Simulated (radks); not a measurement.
Results of a calculation; reference values are marked as such.
Charge is removed step by step from the 3d (averaged over the sub-levels emptied) level of Br, starting from [Ar] 3d10 4s2 4p5. Code: a radial shooting solver on a logarithmic mesh with Libxc functionals. Model: Dirac Kohn-Sham, PBE, spin-unpolarised, spherical densities, finite nucleus; open shells are shared between the two j in proportion to 2j + 1; Fermi nuclear charge, rms radius 4.1629 fm.

removed (e)  E - E(0) (eV)  eigenvalue (eV)  E minus straight line (eV)
0                    0.000          -66.686                       0.000
0.125                8.511          -69.502                      -1.292
0.25                17.378          -72.377                      -2.229
0.375               26.608          -75.307                      -2.803
0.5                 36.207          -78.290                      -3.008
0.625               46.182          -81.326                      -2.836
0.75                56.540          -84.411                      -2.281
0.875               67.287          -87.546                      -1.338
1                   78.429          -90.728                       0.000

Removing the whole electron costs 78.429 eV by Delta-SCF, against 66.686 eV from minus the eigenvalue at the starting occupation. Slater's transition state (half an electron removed) gives 78.290 eV. Integrating minus the eigenvalue over the occupation (Janak's theorem) gives 78.429 eV. The mean slope of the eigenvalue, de/dn, is 24.0 eV per electron.
